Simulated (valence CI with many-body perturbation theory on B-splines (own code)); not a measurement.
# Hyperfine factors and g values of Er46+

Computed by configuration interaction combined with many-body perturbation theory (CI+MBPT): four valence electrons over a frozen Dirac-Fock core [Ar], radial functions for each j: 9 s, 9 p, 10 d, 8 f, 5 g, 3 h, 1 i, with the one-electron correlation potential Σ1, the two-electron term Σ2, the three-electron term Σ3, Breit, model QED; selected CI, second order for the rest (own B-spline code, finite nucleus).

No measured spectrum was set against this ion. As an estimate, large intervals hold to a few tenths of a per cent, small ones and those within an open d or f shell to about a per cent. The list stops below the first excitations out of the core. Only levels of the ground parity were solved; by the run's estimate the other parity begins above the list, which can be wrong where configurations are misplaced.

A/g_I is the dipole constant over the nuclear g factor μ/I (μ in nuclear magnetons, uniformly magnetised nucleus), B/Q the quadrupole constant per barn. Both hold the static response of the core; the bare values leave it out. Large factors of s and p1/2 electrons are usually good to 5 to 10 %; those of open d and f shells near neutrality can be off by tens of per cent, and small factors of p3/2, d and f electrons come from cancelling terms and can be off by a factor of two or in sign, in half-filled shells by more. B is blank for J = 1/2, where it vanishes, and for nearly pure S terms. Energies count from the lowest level. Levels with J = 0 are left out.

Levels are named by their leading jj configuration (3d3/2^4 stands for four electrons in 3d with j = 3/2), which in mixed levels can hold well under half, so a name can repeat and another be missing. Letters in brackets count levels of one name in rising energy.

```
                    Level  E (cm⁻¹)      g  A/g_I (MHz)  A/g_I bare  B/Q (MHz/b)  B/Q bare
      (3d3/2^3 3d5/2) J=1    328270  1.492        -4390       -3180        14600     14700
      (3d3/2^3 3d5/2) J=4    416360  1.072        46000       46200         4240      4180
      (3d3/2^3 3d5/2) J=2    430330  1.228        29600       30200        36800     37200
      (3d3/2^3 3d5/2) J=3    457180  1.140        40600       41000        28600     28900
(3d3/2^2 3d5/2^2) J=2 [a]    731000  1.227        16100       16700        26300     26600
(3d3/2^2 3d5/2^2) J=4 [a]    741140  1.147        36900       37400       -17100    -17400
(3d3/2^2 3d5/2^2) J=3 [a]    755770  1.157        31000       31500         6000      6060
    (3d3/2^2 3d5/2^2) J=5    785130  1.078        42000       42300        37900     38300
    (3d3/2^2 3d5/2^2) J=6    806430  1.072        44600       44800        46800     47300
    (3d3/2^2 3d5/2^2) J=1    816390  1.102        48000       48300         5100      5150
(3d3/2^2 3d5/2^2) J=4 [b]    845280  1.028        47900       48100       -13600    -13800
(3d3/2^2 3d5/2^2) J=3 [b]    845390  1.081        47200       47400        11100     11200
(3d3/2^2 3d5/2^2) J=2 [b]    858100  1.088        42700       43000        16900     17200
(3d3/2^2 3d5/2^2) J=2 [c]    947850  0.982        58400       58400        -4710     -4800
(3d3/2^2 3d5/2^2) J=4 [c]    984840  1.193        32400       32900        72500     73400
(3d3/2^2 3d5/2^2) J=2 [d]   1071500  1.159        39700       40100       -19900    -20100
  (3d3/2 3d5/2^3) J=4 [a]   1140200  1.146        31400       31900       -36100    -36600
  (3d3/2 3d5/2^3) J=3 [a]   1148000  1.173        25200       25700         2410      2480
  (3d3/2 3d5/2^3) J=1 [a]   1184900  0.958        42700       42700        19600     19800
      (3d3/2 3d5/2^3) J=5   1189100  1.136        36500       36900       -25500    -25800
      (3d3/2 3d5/2^3) J=6   1195100  1.076        41600       41800        52000     52700
  (3d3/2 3d5/2^3) J=2 [a]   1250600  1.059        46500       46700        36500     36900
  (3d3/2 3d5/2^3) J=3 [b]   1265200  1.088        40700       41000        12200     12400
  (3d3/2 3d5/2^3) J=3 [c]   1371700  1.055        45100       45300        59100     59800
  (3d3/2 3d5/2^3) J=1 [b]   1375700  1.413         9550       10600       -29200    -29500
  (3d3/2 3d5/2^3) J=4 [b]   1379200  1.043        45600       45800        52100     52800
  (3d3/2 3d5/2^3) J=2 [b]   1409800  1.106        40700       41000       -70600    -71500
            (3d5/2^4) J=4   1596700  1.156        30600       31100       -50800    -51400
            (3d5/2^4) J=2   1677800  1.077        32900       33200        31500     31900
```

Q: Take the isotope of mass number 167, with I = 7/2, μ = -0.5623 μN and Q = 3.57 b. What is the hyperfine structure of (3d3/2^2 3d5/2^2) J=4 [a]?

A: From the table A = -5940 MHz, B = -61200 MHz. Shifts from the centre of gravity in MHz: F = 1/2: 73900, F = 3/2: 72700, F = 5/2: 69200, F = 7/2: 61000, F = 9/2: 44800, F = 11/2: 16400, F = 13/2: -29300, F = 15/2: -98500.
